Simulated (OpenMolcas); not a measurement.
A calculation on Re⁴⁺.

```yaml
Program: OpenMolcas 26.06
Method: CASSCF
Basis: ANO-RCC-VTZP [8s7p5d3f2g1h]
Scalar_Hamiltonian: DKH2, point nucleus
Active_space: 3 electrons in 5 orbitals (5d)
State_averaging: 2S+1 = 4 even, 10 roots; 2S+1 = 2 even, 40 roots kept (CI in the orbitals of an earlier block)
Spin-orbit_coupling: RASSI with atomic mean-field integrals over the reference wave functions, term energies averaged over their components
```

**Question.** Which level of the active space comes out lowest?

**Answer.** 5d³ ⁴F_3/2, with 89 % of that term; it is also the measured ground level.

**Question.** How high does 5d³ ⁴F_5/2 lie?

**Answer.** 4584 cm⁻¹ above the lowest level; measured 4853 cm⁻¹ above the ground level, so the calculation is off by -6 %.

**Question.** How high does 5d³ ²G_7/2 lie?

**Answer.** 21260 cm⁻¹ above the lowest level; measured 19013 cm⁻¹ above the ground level, so the calculation is off by +12 %.

**Question.** How high does 5d³ ²D_5/2(1) lie?

**Answer.** 32771 cm⁻¹ above the lowest level; measured 28739 cm⁻¹ above the ground level, so the calculation is off by +14 %.

**Question.** The level at 26348 cm⁻¹ has J = 3/2. What is it made of, and what is its g factor?

**Answer.** 49 % 5d³ ²D_3/2(1), 37 % 5d³ ⁴P, 10 % 5d³ ²P; g = 1.175, against 0.800 from Landé's formula for the pure leading term.

Measured values: the list in Brasseur, Gamrath and Quinet, At. Data Nucl. Data Tables 157, 101636 (2024).

Without dynamic correlation excited terms often stand tens of per cent too high (terms of higher spin than the ground term too low), and those without a measured partner can miss by more than the paired ones. Terms from blocks run as CI alone lack orbitals of their own. Computed and measured levels are paired by configuration, term and J; levels that our copy of the source lacks, or whose pairing is in doubt (as where it misses far off the trend of its configuration), stay unpaired and out of the deviations. Levels of configurations outside the active space are missing.

A number in round brackets counts repeated terms of one configuration in the order of the reference energies.
